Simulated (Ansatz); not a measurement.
Start from `[BH2][GaH][CH2]CF` and change one atom or group to get `FCCF`.

Ansatz, PBE0-D4/def2-TZVP geometries, multiplicity 1. Each molecule was computed in one conformer, which needn't be the lowest.

Scalar relativity is left out up to krypton.

```tsv
property	`[BH2][GaH][CH2]CF`
HOMO energy (PBE/def2-TZVPP) / eV	-6.07
LUMO energy (PBE/def2-TZVPP) / eV	-3.04
HOMO energy (B3LYP/def2-TZVPP) / eV	-7.01
size of the dipole moment (B3LYP/def2-TZVPP) / D	1.94
HOMO–LUMO gap (PBE/def2-TZVPP) / eV	3.04
LUMO energy (B3LYP/def2-TZVPP) / eV	-2.26
```

(1) Give the same properties after the change, and the shifts. (Best estimate.)

Answers

(1) The calculation gave: 
| property | `FCCF` | shift |
| --- | --- | --- |
| HOMO energy (PBE/def2-TZVPP) / eV | -7.75 | -1.68 |
| LUMO energy (PBE/def2-TZVPP) / eV | 0.59 | 3.63 |
| HOMO energy (B3LYP/def2-TZVPP) / eV | -9.32 | -2.31 |
| size of the dipole moment (B3LYP/def2-TZVPP) / D | 2.62 | 0.68 |
| HOMO–LUMO gap (PBE/def2-TZVPP) / eV | 8.35 | 5.31 |
| LUMO energy (B3LYP/def2-TZVPP) / eV | 1.04 | 3.30 |

With PBE0 the HOMO falls by 2.34 eV and the LUMO rises by 3.47 eV, so the gap widens by about 5.81 eV. PBE moves the HOMO by -1.68 eV and ωB97M-V by -2.62 eV. Dipoles are sizes alone; their direction can turn.

B3LYP here is the variant with VWN-RPA as its local correlation; programs differ in this.
